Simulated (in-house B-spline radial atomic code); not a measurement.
A run on neutral caesium (an excited or competing configuration) that did not converge. Method: scalar-relativistic (X2C) B97-1, spin-polarised, spherical fractional occupations, exact exchange averaged over the configuration, Fermi nucleus of rms radius 4.8041 fm; computed with an all-electron radial atomic-structure program (B-spline basis).

Command:
```bash
python run_scf.py task.json out
```
Settings (nuclear radius in fm, mass in u):
```
Z                55
configuration    [Ar] 3d10 4s2 4p5 4d10 4f1 5s2 5p6 6s1
hamiltonian      x2c
method           b97_1
spin_polarised   True
nucleus          fermi
rms_radius       4.8041
atomic_mass      132.90545
speed_of_light   137.035999084
exact_exchange   averaged over the configuration
```

First and last ten iterations of the last attempt (damped for 15 steps, keeping 80 % of the old Fock matrix, then DIIS):
```
 iter        energy (Eh)    residual
    1       -7773.292641    4.80e-01
    2       -7774.562001    3.99e-01
    3       -7777.251531    2.45e-01
    4       -7778.544232    1.53e-01
    5       -7779.142005    9.61e-02
    6       -7779.411480    5.77e-02
    7       -7779.538456    3.11e-02
    8       -7779.617500    2.13e-02
    9       -7779.598611    1.83e-02
   10       -7779.625899    2.01e-02
  111       -7779.658439    5.06e-05
  112       -7779.658439    3.69e-05
  113       -7779.658434    6.91e-05
  114       -7779.658437    4.36e-05
  115       -7779.658438    4.27e-05
  116       -7779.658438    4.99e-05
  117       -7779.658437    5.22e-05
  118       -7779.658439    6.02e-05
  119       -7779.658439    6.22e-05
  120       -7779.658439    5.89e-05
 not converged after 120 iterations
```

The smallest residual met was 3.4e-05; the threshold is about 6e-07. Over the last five steps the energy moves by less than 4e-06 hartree, but the orbitals didn't meet the threshold. Cost of the run: 18 s on 1 thread of Arm Neoverse V1, on a shared host.
